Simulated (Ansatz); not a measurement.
Cartesian coordinates in Å:
```
C 0.522 -1.192 0.237
N -0.079 0.036 -0.209
C -0.108 0.999 0.859
Mg -0.740 0.345 -1.962
H -0.028 -1.649 1.079
H 1.561 -1.052 0.584
H 0.553 -1.940 -0.564
H 0.901 1.242 1.235
H -0.564 1.944 0.539
H -0.687 0.645 1.730
H -1.331 0.622 -3.528
```

Charge 0, multiplicity 1.

Problem. List the r2SCAN/def2-TZVPP orbital energies in eV (Ansatz). (Estimate.)

Solution. Computed: Occupied: -1266.58, -383.96, -273.20, -273.20, -82.59, -48.17, -48.11, -47.84, -22.53, -17.82, -15.09, -11.34, -10.86, -10.74, -9.24, -8.74, -7.53, -6.67, -4.42. Lowest empty: -0.78, -0.44, -0.20, 1.56, 2.60, 2.71, 2.75, 3.21.
